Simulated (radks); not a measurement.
Values are calculated unless marked as measured or tabulated.
All-electron atom: the tin anion Sn4- in [Xe].

Level of theory: scalar-relativistic Kohn-Sham, PBE, spin-polarised, spherical densities, finite nucleus; Fermi nuclear charge, rms radius 4.6519 fm; Watson sphere of charge +4 and radius 3.76 bohr (a radial shooting solver on a logarithmic mesh with Libxc functionals).

Energy parts (Ry; the electron-nucleus part includes the sphere):
total: -12465.32713
kinetic: 12899.56776
electron-nucleus: -30102.04856
Hartree: 5068.60575
exchange-correlation: -331.45207

Orbitals (lengths in bohr, moments of r in powers of bohr; <r^-3> diverges for s and p1/2):
[
 {"orbital": "1s", "occ.": "2", "eigenvalue (Ry)": "-2132.208", "<r^-3>": "-", "<r^2>": "0.001143", "<r>": "0.02906", "<1/r>": "53.08"},
 {"orbital": "2s", "occ.": "2", "eigenvalue (Ry)": "-321.7585", "<r^-3>": "-", "<r^2>": "0.01857", "<r>": "0.1255", "<1/r>": "12.11"},
 {"orbital": "2p", "occ.": "6", "eigenvalue (Ry)": "-288.8352", "<r^-3>": "4696", "<r^2>": "0.01466", "<r>": "0.1096", "<1/r>": "11.65"},
 {"orbital": "3s", "occ.": "2", "eigenvalue (Ry)": "-61.96564", "<r^-3>": "-", "<r^2>": "0.1317", "<r>": "0.3394", "<1/r>": "4.302"},
 {"orbital": "3p", "occ.": "6", "eigenvalue (Ry)": "-51.20570", "<r^-3>": "869.5", "<r^2>": "0.1323", "<r>": "0.3377", "<1/r>": "4.095"},
 {"orbital": "3d", "occ.": "10", "eigenvalue (Ry)": "-34.64033", "<r^-3>": "119.6", "<r^2>": "0.1175", "<r>": "0.3146", "<1/r>": "3.865"},
 {"orbital": "4s", "occ.": "2", "eigenvalue (Ry)": "-9.68936", "<r^-3>": "-", "<r^2>": "0.7582", "<r>": "0.8186", "<1/r>": "1.695"},
 {"orbital": "4p", "occ.": "6", "eigenvalue (Ry)": "-6.43885", "<r^-3>": "156.5", "<r^2>": "0.8971", "<r>": "0.8859", "<1/r>": "1.538"},
 {"orbital": "4d", "occ.": "10", "eigenvalue (Ry)": "-1.74919", "<r^-3>": "14.46", "<r^2>": "1.470", "<r>": "1.108", "<1/r>": "1.212"},
 {"orbital": "5s", "occ.": "2", "eigenvalue (Ry)": "-0.77853", "<r^-3>": "-", "<r^2>": "8.080", "<r>": "2.651", "<1/r>": "0.4841"},
 {"orbital": "5p", "occ.": "6", "eigenvalue (Ry)": "-0.37403", "<r^-3>": "5.886", "<r^2>": "14.24", "<r>": "3.534", "<1/r>": "0.3488"}
]

The highest occupied level is 5p at -5.089 eV. Summed over all electrons, <r^2> = 125.6 bohr^2, which gives a Langevin (diamagnetic) susceptibility term of -99.5 x 10^-6 cm^3/mol. The electron density at the nucleus is 1.966e+05 e/bohr^3 (large components only).
